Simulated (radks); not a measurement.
Question: The silicon ion Si2+, [Ne] 3s2. All-electron calculation, non-relativistic Kohn-Sham, LDA (Slater exchange, Perdew-Wang correlation), spin-polarised, spherical densities, point nucleus. Program: a radial shooting solver on a logarithmic mesh with Libxc functionals. Every spin shell is full or empty, so the densities are truly spherical. Functionals are evaluated on that one density, not self-consistently. Rank these exchange functionals by their error against the exact value of the orbitals, and give that value: LDA, RPBE, PW91, OPTX, AM05, SOGGA, B86b, G96, EV93, revTPSS, SCAN, r2SCAN, Tao-Mo, TASK, MVS.

Answer: Exact: -19.7002 hartree. From best to worst, with 100 (|E| - |E exact|)/|E exact| (equal figures are ties): PW91 -0.03, Tao-Mo +0.03, OPTX +0.04, r2SCAN +0.05, G96 +0.15, RPBE +0.19, B86b +0.21, MVS -0.24, SCAN +0.29, revTPSS -0.31, EV93 +1.63, TASK -3.04, SOGGA -3.59, AM05 -7.19, LDA -8.30.
